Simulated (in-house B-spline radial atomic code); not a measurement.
A radial electron density 4πr²n(r) was computed for an atom or ion in its tabulated ground configuration with an all-electron radial atomic-structure program (B-spline basis); method: non-relativistic Hartree-Fock, average of configuration. Columns: r (bohr), 4πr²n(r) (electrons per bohr), bar.

```
  0.0019     1.08 #
 0.00231    1.552 #
 0.00281     2.22 ##
 0.00342    3.155 ###
 0.00416    4.439 ####
 0.00505    6.157 #####
 0.00614    8.454 ########
 0.00747    11.43 ##########
 0.00908    15.15 ##############
   0.011    19.53 #################
  0.0134    24.65 ######################
  0.0163    30.02 ###########################
  0.0199    35.19 ###############################
  0.0241    39.12 ###################################
  0.0294    41.33 #####################################
  0.0357    41.15 #####################################
  0.0434    38.89 ###################################
  0.0528    35.78 ################################
  0.0642    33.93 ##############################
   0.078    35.26 ###############################
  0.0949    40.14 ####################################
   0.115    46.11 #########################################
    0.14    49.27 ############################################
   0.171    46.03 #########################################
   0.207    37.72 ##################################
   0.252    29.19 ##########################
   0.307    26.27 #######################
   0.373    29.29 ##########################
   0.453    32.78 #############################
   0.551    31.15 ############################
    0.67    23.78 #####################
   0.815    14.61 #############
   0.991    7.665 #######
     1.2    4.049 ####
    1.47    2.399 ##
    1.78    1.518 #
    2.17   0.7715 #
    2.63   0.2824 
     3.2  0.06416 
    3.89 0.008427 
    4.73 0.0005659 
    5.76 1.643e-05
```

Task: Which atom or ion is it?
A. Se5+
B. Ge4+
C. Se4+
D. Se3+

Result: C. The area under the curve, ∫4πr²n dr = ∫r·4πr²n d(ln r) on this logarithmic grid, is 30 electrons, which only this option has. The configuration is [Ar] 3d10 4s2.
